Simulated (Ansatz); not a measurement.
BH9Si3, SMILES `[SiH3]B[SiH2][SiH3]`, relaxed with RKS PBE0-D4/def2-TZVP in Ansatz 0.2.0 from a PBE-D4/def2-SVP geometry. The force threshold is 0.005 eV/Å; the program also tests the step.

Charge 0, multiplicity 1.

Start:

```xyz
13

Si    0.917   -1.999    0.431
B     0.035   -0.840   -0.959
Si   -1.453    0.357   -0.484
Si    0.052    2.057    0.270
H     2.421   -1.877    0.438
H     0.588   -3.429    0.064
H     0.417   -1.764    1.833
H     0.523   -0.766   -2.071
H    -2.285    0.002    0.720
H    -2.313    0.971   -1.557
H    -0.753    3.250    0.716
H     0.867    1.555    1.431
H     0.982    2.482   -0.832
```

```csv
step,energy (eV),largest force (eV/Å),largest move (Å)
1,-24444.3286,0.397,0.000
2,-24444.3612,0.124,0.031
3,-24444.3639,0.072,0.023
4,-24444.3651,0.073,0.058
5,-24444.3658,0.036,0.029
6,-24444.3665,0.029,0.048
7,-24444.3669,0.024,0.042
8,-24444.3670,0.016,0.034
9,-24444.3671,0.012,0.008
10,-24444.3672,0.010,0.009
11,-24444.3673,0.011,0.018
12,-24444.3674,0.015,0.032
13,-24444.3675,0.023,0.028
14,-24444.3675,0.030,0.026
15,-24444.3676,0.025,0.023
16,-24444.3677,0.015,0.023
17,-24444.3678,0.013,0.012
18,-24444.3678,0.005,0.002
```

End:

```xyz
13

Si    0.914   -2.096    0.424
B     0.108   -0.869   -0.941
Si   -1.339    0.392   -0.473
Si   -0.008    2.188    0.286
H     2.400   -2.163    0.353
H     0.378   -3.456    0.109
H     0.523   -1.767    1.823
H     0.581   -0.835   -2.040
H    -2.189   -0.024    0.678
H    -2.203    0.894   -1.576
H    -0.880    3.283    0.790
H     0.882    1.738    1.389
H     0.834    2.715   -0.821
```

Run time 54 s (4 threads of an Arm Neoverse V2 on a shared host); peak host memory 0.56 GiB.
